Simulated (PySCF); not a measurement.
# Working out the ionisation energy of Xe(2+)

Xe(2+) [Kr] 4d10 5s2 5p4 (3P) → Xe(3+) [Kr] 4d10 5s2 5p3 (4S). All numbers are calculated (PySCF 2.14, scalar relativity by spin-free X2C-1e, in x2c-TZVPPall with one added diffuse shell each of s, p, d, f type (9s7p5d3f, 76 functions)). Frozen: [Ar] 3d10. Energies in hartree (1 hartree = 27.21139 eV):

| part | Xe(2+) (lower) | Xe(3+) (upper) |
| --- | --- | --- |
| UHF | -7442.304936 | -7441.227478 |
| CCSD correlation | -0.556293 | -0.526639 |
| (T) | -0.007992 | -0.006976 |

Task: What does Hartree-Fock give?

Result: (-7441.227478) − (-7442.304936) = 1.077458 hartree = 29.319 eV.

Task: What do CCSD and CCSD(T) give?

Result: The CCSD correlation energies differ by 0.029654 hartree = 0.807 eV and the triples by 0.001016 hartree = 0.028 eV, so CCSD gives 30.126 eV and CCSD(T) 30.154 eV.

Reference: 31.05 ± 0.04 eV (semi-empirical (NIST evaluation); NIST Atomic Spectra Database, ionization energies), between the lowest levels; spin-orbit coupling is absent from the calculation.

What remains against the reference includes basis incompleteness, the frozen core and higher excitations.
